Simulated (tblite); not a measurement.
A geometry optimisation, step by step.

Compound: CH6Ge2O2Se.
Atom-mapped SMILES: `[O:1]=[C:2]([OH:3])[GeH2:4][Se:5][GeH3:6]` (hydrogens: H7 on O3; H8, H9 on Ge4; H10, H11, H12 on Ge6)

Computed with GFN2-xTB (tblite), gas phase: L-BFGS steps from a force-field or distance-geometry start until the largest atomic force falls under 0.01 eV/Å. 11 of its 131 geometries are shown.

Step 0: E = -554.5544 eV, largest atomic force 5.138 eV/Å
```
atom  x, y, z in Å  |  force x, y, z in eV/Å
O1      2.109   -0.042    1.651   -0.681  -0.640  -4.392
C2      1.897   -0.170    0.406    2.549  -2.019   3.978
O3      2.472   -1.198   -0.338   -0.773   1.349   0.832
Ge4     0.764    1.101   -0.485   -0.966   0.433  -0.166
Se5    -1.027   -0.033   -1.560   -0.004   0.018  -0.279
Ge6    -2.576   -0.380    0.191    0.718   0.329   0.566
H7      3.063   -1.872    0.088   -0.664   0.969   0.173
H8      1.606    1.909   -1.469   -0.249  -0.098   0.088
H9      0.141    1.960    0.646    0.392  -0.184  -0.368
H10    -2.934    1.044    0.740   -0.030  -0.701  -0.153
H11    -1.724   -1.126    1.282   -0.638   0.289  -0.363
H12    -3.790   -1.194   -0.258    0.346   0.256   0.085
```

Step 13: E = -555.1451 eV, largest atomic force 0.219 eV/Å
```
atom  x, y, z in Å  |  force x, y, z in eV/Å
O1      2.171   -0.163    1.650   -0.030  -0.029  -0.044
C2      1.921   -0.228    0.480    0.010  -0.024   0.038
O3      2.426   -1.137   -0.343   -0.006   0.024   0.078
Ge4     0.696    1.033   -0.467    0.028   0.075  -0.027
Se5    -1.038   -0.010   -1.650   -0.114  -0.023   0.186
Ge6    -2.456   -0.334    0.201    0.044  -0.018  -0.169
H7      3.018   -1.756    0.126    0.000   0.023  -0.062
H8      1.471    1.855   -1.480   -0.021  -0.071   0.017
H9      0.180    1.986    0.593   -0.026  -0.009  -0.022
H10    -2.942    0.975    0.755    0.035   0.015   0.014
H11    -1.797   -1.109    1.308    0.026   0.015  -0.001
H12    -3.649   -1.114   -0.280    0.056   0.023  -0.010
```

Step 26: E = -555.1554 eV, largest atomic force 0.160 eV/Å
```
atom  x, y, z in Å  |  force x, y, z in eV/Å
O1      2.125   -0.221    1.687   -0.028  -0.007   0.024
C2      1.895   -0.229    0.512   -0.047   0.011  -0.010
O3      2.421   -1.085   -0.350    0.018  -0.008  -0.057
Ge4     0.688    1.036   -0.455   -0.033   0.030   0.086
Se5    -1.040   -0.023   -1.630   -0.004   0.005   0.004
Ge6    -2.447   -0.334    0.202    0.136   0.053   0.066
H7      3.021   -1.723    0.076    0.034  -0.020   0.022
H8      1.487    1.782   -1.498    0.011   0.021  -0.006
H9      0.148    2.024    0.567    0.029  -0.022  -0.078
H10    -2.904    0.982    0.773    0.003  -0.031  -0.016
H11    -1.767   -1.105    1.302   -0.034   0.010  -0.027
H12    -3.626   -1.104   -0.293   -0.086  -0.043  -0.008
```

Step 39: E = -555.1653 eV, largest atomic force 0.077 eV/Å
```
atom  x, y, z in Å  |  force x, y, z in eV/Å
O1      1.932   -0.389    1.723   -0.034   0.030  -0.022
C2      1.825   -0.254    0.539   -0.038  -0.021  -0.025
O3      2.466   -0.986   -0.364    0.055   0.053   0.007
Ge4     0.686    1.053   -0.463    0.000  -0.008  -0.002
Se5    -1.038   -0.030   -1.629    0.024   0.013   0.007
Ge6    -2.411   -0.349    0.228   -0.006   0.015  -0.007
H7      3.058   -1.648    0.038   -0.025  -0.017   0.021
H8      1.554    1.724   -1.503   -0.017  -0.020  -0.027
H9      0.131    2.127    0.455    0.020  -0.050   0.023
H10    -2.833    0.979    0.793   -0.001  -0.009   0.034
H11    -1.739   -1.141    1.314   -0.002   0.009  -0.008
H12    -3.631   -1.088   -0.238    0.025   0.005  -0.001
```

Step 52: E = -555.1873 eV, largest atomic force 0.213 eV/Å
```
atom  x, y, z in Å  |  force x, y, z in eV/Å
O1      1.555   -0.595    1.652    0.050   0.021  -0.206
C2      1.730   -0.282    0.508    0.031  -0.070   0.043
O3      2.619   -0.844   -0.307   -0.057   0.027   0.123
Ge4     0.702    1.073   -0.534    0.001  -0.065  -0.037
Se5    -1.065    0.002   -1.635   -0.022   0.014   0.024
Ge6    -2.368   -0.349    0.275    0.106   0.027   0.047
H7      3.118   -1.566    0.116   -0.014   0.025   0.029
H8      1.577    1.684   -1.604   -0.007  -0.018   0.025
H9      0.181    2.144    0.395   -0.018   0.053   0.026
H10    -2.756    0.967    0.890    0.000   0.007   0.011
H11    -1.689   -1.183    1.324    0.017   0.025  -0.055
H12    -3.601   -1.053   -0.186   -0.088  -0.045  -0.031
```

Step 65: E = -555.2048 eV, largest atomic force 0.092 eV/Å
```
atom  x, y, z in Å  |  force x, y, z in eV/Å
O1      1.264   -0.795    1.493    0.039   0.005  -0.025
C2      1.644   -0.331    0.454   -0.014   0.005  -0.022
O3      2.728   -0.735   -0.198   -0.026   0.019   0.086
Ge4     0.698    1.069   -0.603    0.005   0.016  -0.029
Se5    -1.132    0.056   -1.645   -0.020   0.045  -0.035
Ge6    -2.329   -0.346    0.321   -0.001   0.004   0.006
H7      3.187   -1.457    0.269   -0.002  -0.009  -0.016
H8      1.591    1.645   -1.678   -0.003  -0.040   0.038
H9      0.239    2.174    0.329    0.001  -0.008  -0.016
H10    -2.701    0.950    0.987    0.047  -0.002   0.017
H11    -1.587   -1.220    1.286   -0.026   0.011  -0.020
H12    -3.599   -1.010   -0.122    0.001  -0.045   0.016
```

Step 78: E = -555.2158 eV, largest atomic force 0.034 eV/Å
```
atom  x, y, z in Å  |  force x, y, z in eV/Å
O1      1.111   -0.926    1.379    0.013   0.005   0.026
C2      1.576   -0.364    0.427   -0.014   0.012  -0.029
O3      2.764   -0.638   -0.096   -0.002   0.002   0.008
Ge4     0.680    1.052   -0.654   -0.008   0.014  -0.018
Se5    -1.213    0.143   -1.676    0.006   0.012   0.008
Ge6    -2.303   -0.346    0.338    0.001   0.001   0.007
H7      3.220   -1.357    0.380   -0.006  -0.006   0.008
H8      1.624    1.567   -1.712   -0.002  -0.016   0.000
H9      0.279    2.193    0.260    0.009   0.010   0.001
H10    -2.622    0.932    1.066    0.016  -0.014   0.002
H11    -1.519   -1.252    1.230   -0.007  -0.023  -0.007
H12    -3.595   -1.004   -0.050   -0.005   0.003  -0.005
```

Step 91: E = -555.2382 eV, largest atomic force 0.844 eV/Å
```
atom  x, y, z in Å  |  force x, y, z in eV/Å
O1      0.825   -0.839    1.303   -0.310  -0.427   0.659
C2      1.408   -0.286    0.422   -0.054   0.409  -0.449
O3      2.665   -0.491    0.090    0.431   0.059  -0.110
Ge4     0.699    1.101   -0.786   -0.360   0.002  -0.280
Se5    -1.371    0.349   -1.637    0.257   0.163   0.100
Ge6    -2.228   -0.481    0.381   -0.018   0.152  -0.055
H7      3.122   -1.115    0.673    0.083  -0.289   0.170
H8      1.696    1.300   -1.890    0.031   0.027  -0.119
H9      0.640    2.385    0.006   -0.113   0.117   0.012
H10    -2.229    0.581    1.437    0.057   0.008   0.026
H11    -1.571   -1.716    0.861    0.072  -0.199   0.042
H12    -3.654   -0.789    0.033   -0.074  -0.021   0.004
```

Step 104: E = -555.3254 eV, largest atomic force 0.231 eV/Å
```
atom  x, y, z in Å  |  force x, y, z in eV/Å
O1      0.621   -0.802    1.209    0.112   0.058  -0.194
C2      1.312   -0.209    0.417   -0.081  -0.045   0.191
O3      2.626   -0.356    0.337   -0.058  -0.016  -0.026
Ge4     0.711    1.128   -0.928    0.013   0.081  -0.083
Se5    -1.476    0.622   -1.512    0.031  -0.009   0.002
Ge6    -2.139   -0.561    0.422   -0.049   0.048  -0.073
H7      2.959   -1.002    0.984    0.049  -0.062   0.074
H8      1.689    1.093   -2.084   -0.088  -0.013   0.032
H9      0.841    2.500   -0.293    0.008  -0.003   0.004
H10    -1.850    0.155    1.696   -0.006   0.053   0.041
H11    -1.655   -1.970    0.425    0.055  -0.087   0.004
H12    -3.637   -0.599    0.221    0.013  -0.006   0.027
```

Step 117: E = -555.3316 eV, largest atomic force 0.043 eV/Å
```
atom  x, y, z in Å  |  force x, y, z in eV/Å
O1      0.609   -0.817    1.181    0.015   0.015  -0.037
C2      1.316   -0.209    0.418   -0.004  -0.007   0.016
O3      2.628   -0.368    0.354   -0.012  -0.005   0.004
Ge4     0.713    1.145   -0.922   -0.003   0.000  -0.005
Se5    -1.465    0.616   -1.515   -0.003  -0.001   0.005
Ge6    -2.133   -0.559    0.420    0.002  -0.025   0.002
H7      2.950   -1.030    0.996   -0.015   0.003  -0.002
H8      1.649    1.104   -2.106    0.005   0.000   0.009
H9      0.852    2.515   -0.288    0.004   0.000  -0.002
H10    -1.859    0.197    1.681   -0.003  -0.010  -0.002
H11    -1.628   -1.968    0.442    0.006   0.018   0.015
H12    -3.631   -0.625    0.232    0.008   0.011  -0.004
```

Step 130: E = -555.3323 eV, largest atomic force 0.010 eV/Å
```
atom  x, y, z in Å  |  force x, y, z in eV/Å
O1      0.594   -0.820    1.158    0.000   0.000  -0.003
C2      1.309   -0.205    0.409    0.001   0.002   0.002
O3      2.622   -0.363    0.364    0.001   0.003   0.004
Ge4     0.716    1.152   -0.930   -0.009  -0.001   0.000
Se5    -1.467    0.625   -1.504    0.000   0.001   0.006
Ge6    -2.125   -0.566    0.427   -0.006   0.003  -0.001
H7      2.930   -1.026    1.011    0.006  -0.006  -0.002
H8      1.650    1.097   -2.114    0.009   0.002  -0.004
H9      0.872    2.522   -0.300    0.000  -0.001  -0.004
H10    -1.854    0.181    1.693   -0.003   0.003   0.003
H11    -1.622   -1.974    0.447    0.002  -0.008   0.001
H12    -3.623   -0.624    0.234   -0.001   0.000  -0.002
```

**Question.** Summarise the path.

**Answer.** The energy falls by 17.94 kcal/mol from step 0 to step 130; nine tenths of that is first reached at step 94. It rises by more than 0.2 meV at steps 55, 58, 61, 64 and 91. The largest force goes from 5.138 to 0.010 eV/Å. Among the bonds Ge6–H11 changes most, from 1.572 to 1.495 Å; the atoms move by 1.114 Å rms after alignment.

What follows is the cost of the whole relaxation. Hardware: one thread of an Arm Neoverse V1, shared host. Cost: 0.94 s.
